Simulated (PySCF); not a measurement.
Choosing a molecule for a target property.

Each SMILES stands for a single optimised conformer of the isolated species (atoms past krypton carry core potentials, spin–orbit coupling is left out); the electronic structure was computed with PySCF and density fitting.

The conformers computed, where there is a choice (atom-mapped SMILES and torsion angles):
- `[O:1]=[C:2]([CH:3]1[SiH2:4][CH2:5][SiH2:6]1)[C:7]([F:8])([F:9])[F:10]`: O1–C2–C3–Si4 63°, O1–C2–C7–F8 -120°
- `[CH3:1][C:2]#[C:3][Si@@:4]([F:5])([SiH3:6])[CH2:7][Cl:8]`: C3–Si4–C7–Cl8 -72°

The conformers of `C[C](C)(C)[GeH]1[CH2]C=C[CH2]1` aren't listed.

Question: Wanted: lowest singlet excitation above 6 eV (TDDFT CAM-B3LYP/def2-SVPD) and static isotropic polarisability above 120 au (CAM-B3LYP/def2-SVPD), at PBE0-D3(BJ)/def2-SVP geometries. Which candidate meets both?
A. `[H][Si](Br)(Br)Br`
B. `C[C](C)(C)[GeH]1[CH2]C=C[CH2]1`
C. `c1[se]ncc1Cl`
D. `[NH]=[Mo](=[NH])([Cl])[Cl]`
E. `CC#C[Si@@](F)([SiH3])CCl`
F. `C1(C(C(F)(F)F)=O)[SiH2]C[SiH2]1`
G. `F[Si@@H]([SiH3])[GeH3]`

Answer: B. Computed values:
```csv
species,lowest singlet excitation,static isotropic polarisability
[NH]=[Mo](=[NH])([Cl])[Cl],4.08 eV,84.3 au
C1(C(C(F)(F)F)=O)[SiH2]C[SiH2]1,4.51 eV,100.8 au
c1[se]ncc1Cl,4.96 eV,78.2 au
CC#C[Si@@](F)([SiH3])CCl,5.54 eV,116.7 au
F[Si@@H]([SiH3])[GeH3],5.89 eV,93.1 au
[H][Si](Br)(Br)Br,6.15 eV,88.7 au
C[C](C)(C)[GeH]1[CH2]C=C[CH2]1,6.69 eV,122.0 au
```

Question: Wanted: electronic spatial extent ⟨r²⟩ about the centre of nuclear charge between 1000 bohr² and 1100 bohr² (CAM-B3LYP/def2-SVPD) and lowest triplet excitation (Tamm–Dancoff) below 3.8 eV (TDA CAM-B3LYP/def2-SVPD), at PBE0-D3(BJ)/def2-SVP geometries. Which candidate meets both?
A. `O=C(C1[SiH2]C[SiH2]1)C(F)(F)F`
B. `ClC1=CN=C[Se]1`
C. `CC#C[Si@@](F)([SiH3])CCl`
D. `F[Si@@H]([SiH3])[GeH3]`
E. `[H][Si](Br)(Br)Br`
F. `Clc1cn[se]c1`

Answer: F. Computed values:
| species | electronic spatial extent ⟨r²⟩ about the centre of nuclear charge | lowest triplet excitation (Tamm–Dancoff) |
| --- | --- | --- |
| ClC1=CN=C[Se]1 | 923 bohr² | 3.44 eV |
| Clc1cn[se]c1 | 1078 bohr² | 3.61 eV |
| F[Si@@H]([SiH3])[GeH3] | 1120 bohr² | 5.24 eV |
| [H][Si](Br)(Br)Br | 1821 bohr² | 5.74 eV |
| O=C(C1[SiH2]C[SiH2]1)C(F)(F)F | 2022 bohr² | 3.96 eV |
| CC#C[Si@@](F)([SiH3])CCl | 2042 bohr² | 4.77 eV |

Question: Wanted: HOMO energy above -8.5 eV (CAM-B3LYP/def2-SVPD) and dipole moment below 3 D (CAM-B3LYP/def2-SVPD), at PBE0-D3(BJ)/def2-SVP geometries. Which candidate meets both?
A. `CC#C[Si@@](F)([SiH3])CCl`
B. `[AlH2][N]=C=S`
C. `FC(F)(C(C1[SiH2]C[SiH2]1)=O)F`
D. `Clc1cn[se]c1`
E. `[H][Si](Br)(Br)Br`

Answer: D. Computed values:
| species | HOMO energy | dipole moment |
| --- | --- | --- |
| [H][Si](Br)(Br)Br | -9.89 eV | 0.77 D |
| FC(F)(C(C1[SiH2]C[SiH2]1)=O)F | -9.66 eV | 3.41 D |
| CC#C[Si@@](F)([SiH3])CCl | -8.99 eV | 2.11 D |
| [AlH2][N]=C=S | -8.64 eV | 2.39 D |
| Clc1cn[se]c1 | -8.45 eV | 1.64 D |
